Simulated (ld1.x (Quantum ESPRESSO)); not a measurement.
Fe (Z = 26): one change to a TM potential, before and after

```
Element                 : Fe
Generator               : ld1.x (Quantum ESPRESSO) 7.5
Type                    : norm-conserving Troullier–Martins (Kleinman–Bylander form)
Functional              : PBE
Relativity              : scalar-relativistic
Frozen core             : [Ar]
Valence charge          : 8
Reference configuration : 3d6 4s1 4p0 (charge +1)
Partial waves           : 4s (bound): rc 2.40 bohr; 4p (bound, empty): rc 2.40 bohr; 3d (bound): rc 1.15 bohr
Local potential         : the d channel
Core correction         : none
```

Change: all radii scaled by about 0.89 (s 2.14, p 2.14, d 1.02 bohr).

Cutoffs: the cutoffs (Ry, on a coarse ladder) from which the occupation-weighted sum of valence levels, in a spherical-Bessel basis at the reference potential, stays within 10 and 1 mRy of its value at 400 Ry; they do not see the model core or the augmentation charge, which bear on the density cutoff. Errors are all-electron minus pseudo energies relative to the spin-unpolarised reference configuration.

Question: Predict the effect on cutoff, ghosts and configuration errors.

Answer: The potential gets harder (160 Ry and 230 Ry → 180 Ry and 260 Ry); both files keep a bound ghost (p, s); the number of tests that count goes from 7 to 6; of the 6 tests that both files solve, the error grows in 2 and shrinks in 0 by more than 15 % and 0.3 meV (median size 12.2 → 13.3 meV). A smaller radius makes the pseudo-wave follow the all-electron one further in, where it bends more sharply, so more plane waves are needed.

| quantity | base | changed |
| --- | --- | --- |
| cutoff, loose | 160 Ry | 180 Ry |
| cutoff, tight | 230 Ry | 260 Ry |
| loose cutoff by channel (10 mRy a level) | s 8 Ry, d 140 Ry | s 8 Ry, d 160 Ry |
| bound ghosts | s, p | s, p |
| tests counted (converged, no solver errors) | 7 of 7 | 6 of 7 |
| error for 3d6 4s2 4p0, meV [ΔE -8.73 eV] | +15 | +15 |
| error for 3d6 4s0 4p0, meV [ΔE 16.20 eV] | +53 | +52 |
| error for 3d5 4s0 4p0, meV [ΔE 50.43 eV] | +70 | +89 |
| error for 3d6 4s1.5 4p0, meV [ΔE -5.25 eV] | +5.5 | +5.5 |
| error for 3d6 4s1 4p1, meV [ΔE -4.62 eV] | +5.4 | +5.9 |
| error for 3d6.5 4s1.5 4p0, meV [ΔE -9.46 eV] | +9.6 | +12 |

Base: These tests converged, but a pseudo level misses the all-electron one widely, so the file describes the atom poorly there or has found another state: 3d5 4s0 4p0: empty 4p by 5.1 eV (a node warning on the way). Changed file: Tests not counted: 3d5 4s2 4p1 (solver errors, printed error -32.7 eV). These tests converged, but a pseudo level misses the all-electron one widely, so the file describes the atom poorly there or has found another state: 3d5 4s0 4p0: empty 4s by 5.4 eV (a node warning on the way). A true bound ghost makes a file unfit for plane-wave use even where its test errors are small: the radial tests pick states by their node count and pass the ghost by. Where a test does run into it, the solver fails or the error is huge.
